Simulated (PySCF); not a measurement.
**Unknowns**

[PySCF: NMR shieldings at PBE0/pcSseg-1/GIAO; geometry: GFN2-xTB; non-relativistic; no solvent model; a single conformation; rapidly exchanging positions averaged]

Referencing at the same level of theory: 1H and 13C vs TMS. Where no couplings were computed, multiplicities follow the n + 1 count of equivalent neighbours, and m marks all less simple cases (inequivalent or close neighbours, rings, F or P nearby). Shifts are as computed. Against solution values, carbons near 30 ppm lie about +3 ppm off and those near 130 ppm about +5 ppm. Of 1211 compounds with measured shifts, 218 miss one by over three times the rms of a fit or turn the order of signals round; such compounds aren't used in these exercises.

**Question.** C₁₀H₆O. 1H NMR (600 MHz, computed): δ 7.58 (m, 1H), 7.18 (m, 1H), 6.75 (m, 1H), 6.40 (d, 1H), 5.92 (m, 1H), 3.40 (d, 1H). 13C{1H} NMR (computed): δ 150.2 (CH), 143.0 (C), 129.0 (CH), 127.8 (CH), 122.9 (CH), 118.9 (CH), 103.4 (C), 101.4 (C), 98.7 (CH), 86.3 (C). Give a structure.

**Answer.** `C#C/C=C\C#Cc1ccco1`. The formula gives 8 degrees of unsaturation (1 ring in the answer). 10 carbon signals for 10 carbons: no two carbons are equivalent. Carbon types of the structure: 4 × C, 6 × CH, which accounts for all hydrogens. δC 129.0, 122.9: alkene CH; the olefinic region. δC 127.8, 118.9: aromatic CH. δC 103.4, 101.4, 86.3: alkyne carbon; the triple bond shields along its axis, which puts it between sp3 and sp2 carbons. δC 98.7: terminal alkyne carbon; the triple bond shields along its axis, which puts it between sp3 and sp2 carbons.

This is the structure that produced the data.

**Question.** C₆H₈O₂. 1H NMR (500 MHz, computed): δ 7.89 (m, 1H), 6.22 (d, 1H), 3.88 (s, 3H), 3.45 (m, 1H), 3.04 (m, 1H), 2.64 (m, 1H). 13C{1H} NMR (computed): δ 213.3 (C), 172.4 (CH), 140.1 (CH), 79.2 (CH), 58.7 (CH3), 41.8 (CH2). Identify the compound.

**Answer.** `C1[C@@H](OC)C(=O)C=C1`. The formula gives 3 degrees of unsaturation (1 ring in the answer). 6 carbon signals for 6 carbons: no two carbons are equivalent. Carbon types of the structure: 1 × C, 3 × CH, 1 × CH2, 1 × CH3, which accounts for all hydrogens. δC 213.3: ketone carbonyl carbon; low-lying n→π* states of the double bond to the heteroatom give a large paramagnetic term (-275 ppm). δC 172.4: β carbon of a C=C–C=O unit; conjugation with the carbonyl draws π density from the β position. δC 140.1: α carbon of a C=C–C=O unit; as expected for a trigonal carbon in a double bond. δC 79.2: sp3 CH bonded to O, α to a carbonyl; deshielded by the electronegative neighbour.

The shifts were computed for this structure.
